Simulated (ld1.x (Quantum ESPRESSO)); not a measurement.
## carbon, TM semilocal: configuration errors across variants

C, norm-conserving Troullier–Martins (semilocal form), made with ld1.x (Quantum ESPRESSO) 7.5 (LDA (PZ), non-relativistic). Core [He], reference 2s2 2p1.5 (charge +0.5). Waves: 2s (bound): rc 0.75 bohr; 3d channel at 0.45 Ry: rc 2.20 bohr; 2p (bound): rc 2.05 bohr. Local part: the p channel. Core correction: a·sin(br)/r model core inside 0.55 bohr.

All-electron excitation energies from the reference (eV): (1) 2s2 2p2 -4.030; (2) 2s2 2p1 6.961; (3) 2s2 2p0 31.224; (4) 2s0 2p4 12.457; (5) 2s1 2p3 4.196; (6) 2s1 2p0 79.172; (7) 2s1 2p2 15.438; (8) 2s2 2p1.5 spin -0.755; (9) 2s2 2p2 spin -5.159.

Spin tests fill each open shell by Hund’s rule, majority spin first.

A semilocal file is local in each channel, so a ghost entry of none says nothing of the separable form that plane-wave codes build from it.

Errors AE − PS in meV (a dash: test not solved or not reliable):

```csv
change,(1),(2),(3),(4),(5),(6),(7),(8),(9),bound ghosts
base,+1.9,+9.9,+223,+63,+26,+482,-19,+23,+39,none
core correction none,+2.5,+12,+258,+95,+34,+627,-14,+72,+107,none
core correction a·sin(br)/r model core inside 0.28 bohr,+1.9,+9.9,+222,+59,+24,+478,-20,+21,+36,none
core correction a·sin(br)/r model core inside 0.36 bohr,+1.9,+9.9,+222,+59,+24,+478,-20,+21,+36,none
core correction a·sin(br)/r model core inside 0.46 bohr,+1.9,+9.9,+223,+61,+25,+479,-19,+21,+37,none
core correction a·sin(br)/r model core inside 0.54 bohr,+1.9,+9.9,+223,+63,+26,+481,-19,+22,+39,none
core correction a·sin(br)/r model core inside 0.60 bohr,+1.9,+10.0,+224,+66,+26,+486,-19,+25,+42,none
core correction a·sin(br)/r model core inside 0.76 bohr,+2.1,+11,+234,+77,+29,+521,-17,+39,+61,none
core correction a·sin(br)/r model core inside 0.84 bohr,+2.3,+11,+240,+83,+31,+547,-16,+48,+74,none
core correction a·sin(br)/r model core inside 0.90 bohr,+2.3,+11,+245,+86,+32,+564,-15,+54,+82,none
```

Problem. Give the same row for: core correction a·sin(br)/r model core inside 0.68 bohr.

Solution. +2.0, +10, +228, +70, +28, +499, -18, +30, +49; bound ghosts: none.
